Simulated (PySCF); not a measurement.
SiH₃I, SMILES [SiH3]I. Geometry: B3LYP-D3(BJ)/def2-TZVP. The def2 effective core potentials stand for the cores of I; spin–orbit coupling is left out.

Task: Give the equilibrium geometry at B3LYP-D3(BJ)/def2-TZVP (PySCF confirms it by a frequency run) as Cartesian coordinates in Å, and its point group. (Estimate from the structure and the level; the computed values follow.)

Result: point group C3v.
```xyz
5

Si     0.0000     0.0000     1.8420
I      0.0000     0.0000    -0.6172
H     -1.2131    -0.7004     2.3070
H      0.0000     1.4007     2.3070
H      1.2131    -0.7004     2.3070
```
